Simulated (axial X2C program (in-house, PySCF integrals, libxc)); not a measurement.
**WP along the bond: HF, 2c**

Computed with an axial X2C code built on PySCF integrals. Two-component (2c) means X2C with spin–orbit coupling and atomic mean-field two-electron Coulomb and Gaunt terms. Basis: W dyall-v3z [13s14p9d7f2g], P dyall-v3z [8s7p2d1f] (cores contracted in-house); Gaussian nuclei, density fitting, unrestricted open shells. Masses: W 183.951 u, P 30.974 u.

State: Ω = 3/2 (⟨Sz⟩ = 1.49, ⟨Lz⟩ = 0.01 at HF). Dipoles are positive if P is the positive end.

```csv
R (Å),μ (D),HOMO (eV),LUMO (eV)
1.848,-3.832,-7.96,0.05
1.933,-4.105,-8.13,-0.04
1.997,-4.218,-8.24,-0.08
2.060,-4.259,-8.34,-0.10
2.124,-4.248,-8.43,-0.10
2.198,-4.196,-8.51,-0.10
2.273,-4.133,-8.57,-0.08
2.368,-4.064,-8.63,-0.05
2.485,-4.012,-8.64,0.00
2.655,-3.884,-8.47,0.07
```

**Question.** The minimum lies at 2.384 Å. What is the dipole moment there, and its slope?

**Answer.** At HF, 2c, with the sign and origin stated: μ = -4.06 D, dμ/dR = 0.57 D/Å.

The state is a single determinant with fixed occupations, the lowest that a limited PBE0 search found. PBE0 can misorder states that lie within some tenths of an eV, so this need not be the ground state of the molecule. The nearest other 2c determinant of the search, Ω = 3/2, lies 0.68 eV up at the distance of the search. With several unpaired electrons one determinant need not be a pure state. This is the top spin component of a Σ state; components of lower Ω are not single determinants and can lie lower. The determinant is spin-polarised beyond a pure state at some levels (its spin-free form has ⟨S²⟩ too high), which makes Re and μ there less reliable.
